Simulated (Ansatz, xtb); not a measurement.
**Two isomers of Ge2H9NSi**

Structure I is `[NH2][Ge@@H]([SiH3])[GeH3]`, a singlet and structure II is `N[SiH2][GeH2][GeH3]`, a singlet. Both are isolated molecules in the gas phase, relaxed with PBE0-D3(BJ)/def2-SVP; the shapes shown needn't be the lowest conformers.

I (Å):

```xyz
13

Ge    0.5100    0.4622    0.5578
Ge   -1.3460    0.3055   -0.9955
N     0.6331    2.2489    1.0340
Si    0.1918   -1.0393    2.4011
H    -0.2039    2.5958    1.4977
H     1.4266    2.4508    1.6389
H     1.8343    0.1233   -0.1599
H     0.1235   -2.4598    1.9344
H     1.3055   -0.9144    3.3939
H    -1.0916   -0.7072    3.0971
H    -1.0645    1.1026   -2.2817
H    -2.6158    0.8761   -0.3321
H    -1.6185   -1.1647   -1.3676
```

II (Å):

```xyz
13

Ge    1.1345   -1.7571   -0.4472
Ge   -1.0476   -1.5123   -1.4744
N     0.0973    0.9806    1.0919
Si    1.1091   -0.3762    1.4931
H     0.3036    1.5203    0.2581
H    -0.2325    1.5908    1.8327
H     2.5085   -0.0549    1.9391
H     0.4495   -1.1030    2.6208
H     1.3993   -3.2340   -0.0927
H     2.2217   -1.3203   -1.4525
H    -1.2192   -0.0706   -1.9897
H    -1.2298   -2.4727   -2.6669
H    -2.1523   -1.7986   -0.4417
```

Problem. Estimate which is lower in electronic energy at CCSD(T)/def2-SVP + ΔMP2/def2-TZVPP, and by roughly how much.

Solution. The CCSD(T)/def2-SVP + ΔMP2/def2-TZVPP calculation puts structure II lower, by 10.8 kcal/mol.

The same difference at several levels:

```
                             level              geometry  E(II) − E(I) (kcal/mol)  departure from the last row (kcal/mol)  job, with rough time for the two
              PBE0-D3(BJ)/def2-SVP  PBE0-D3(BJ)/def2-SVP                     −11.3                                    −0.5               optimisation, 3 min
                       HF/def2-SVP  PBE0-D3(BJ)/def2-SVP                     −12.2                                    −1.4           part of the CCSD(T) run
                      MP2/def2-SVP  PBE0-D3(BJ)/def2-SVP                     −11.4                                    −0.6           part of the CCSD(T) run
                  CCSD(T)/def2-SVP  PBE0-D3(BJ)/def2-SVP                     −10.9                                    −0.1                      single point
CCSD(T)/def2-SVP + ΔMP2/def2-TZVPP  PBE0-D3(BJ)/def2-SVP                     −10.8                                                       single point, 2 min
```

As drawn, II has 1 N–Si, 1 Ge–H in place of 1 Ge–N, 1 Si–H.

The levels shown agree on the order. The largest departure from CCSD(T)/def2-SVP + ΔMP2/def2-TZVPP is that of HF/def2-SVP, 1.4 kcal/mol. A small imaginary or near-zero mode remains, so no thermal terms are given. Levels run at GFN2-xTB geometries aren't shown. The last row adds to CCSD(T) the change of the MP2 difference between the two basis sets, here +0.1 kcal/mol.

The correlated steps freeze 24 core orbitals; the filled d shell of Ge is correlated, in a basis made for valence electrons. Codes used: Ansatz 0.2.0, xtb 6.7.1; the last row on 2 threads of Arm Neoverse V2 on a shared host.
